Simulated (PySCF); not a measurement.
Geometries of 4 isomers of C4H8Si, from PySCF, PBE0-D3(BJ)/def2-SVP geometry optimisation, gas phase. One conformer each, no zero-point energy, no frequencies.

Question: Which is lowest in electronic energy at this level?
A.
```xyz
13
angstrom
Si     1.981   -0.732   -0.313
C      0.239   -0.532    0.275
C     -0.951   -1.452    0.189
C     -0.995   -0.109   -0.444
C     -0.527    0.689    0.717
H      2.482    0.578   -0.835
H      2.019   -1.748   -1.410
H      2.897   -1.186    0.778
H     -0.861   -2.321   -0.472
H     -1.544   -1.632    1.098
H     -1.137    0.177   -1.486
H     -0.070    1.663    0.512
H     -1.094    0.642    1.659
```
B.
```xyz
13
angstrom
C     -2.277    0.124   -1.640
C     -1.632    0.217   -0.469
C     -0.197    0.044   -0.316
C      0.465    0.132    0.855
Si     2.307   -0.095    1.025
H     -1.738   -0.093   -2.568
H     -3.359    0.260   -1.711
H     -2.198    0.434    0.445
H      0.359   -0.171   -1.239
H     -0.126    0.349    1.756
H      2.893   -0.370   -0.322
H      2.950    1.129    1.599
H      2.627   -1.235    1.941
```
C.
```xyz
13
angstrom
C      1.744   -0.942    0.373
C      0.903   -0.423   -0.770
C      0.358    0.956   -0.792
C     -0.536    0.032   -0.557
Si    -2.258   -0.513   -0.181
H      2.816   -0.752    0.199
H      1.619   -2.030    0.498
H      1.464   -0.458    1.322
H      1.140   -0.898   -1.737
H      0.576    2.018   -0.898
H     -2.720   -1.465   -1.235
H     -2.282   -1.220    1.135
H     -3.183    0.658   -0.128
```
D.
```xyz
13
angstrom
C     -0.810   -1.130    0.076
C      0.518   -1.278    0.185
C      1.412   -0.067    0.098
Si     0.161    1.347   -0.146
C     -1.391    0.246   -0.129
H     -1.477   -1.998    0.136
H      0.961   -2.269    0.335
H      2.022    0.053    1.010
H      2.128   -0.152   -0.738
H      0.182    2.349    0.964
H      0.349    2.081   -1.436
H     -1.968    0.306   -1.068
H     -2.095    0.513    0.678
```

Answer: D. That is `C1=CC[SiH2]C1`, 25.0 kcal/mol below the next.

```
               SMILES                  atoms numbered as above      E (Eh)  relative (kcal/mol)  relative (kJ/mol)  dipole (D)
        C1=CC[SiH2]C1    [CH:1]1=[CH:2][CH2:3][SiH2:4][CH2:5]1  -446.20753                  0.0                0.0        0.35
       C=C/C=C/[SiH3]    [CH2:1]=[CH:2]/[CH:3]=[CH:4]/[SiH3:5]  -446.16771                 25.0              104.5        1.03
[SiH3][C@]12C[C@H]1C2  [SiH3:1][C@:2]12[CH2:3][C@H:4]1[CH2:5]2  -446.14629                 38.4              160.8        0.63
   C[C@@H]1C=C1[SiH3]    [CH3:1][C@@H:2]1[CH:3]=[C:4]1[SiH3:5]  -446.12930                 49.1              205.4        0.54
```

As drawn, the highest has a three-membered ring, which the lowest lacks.
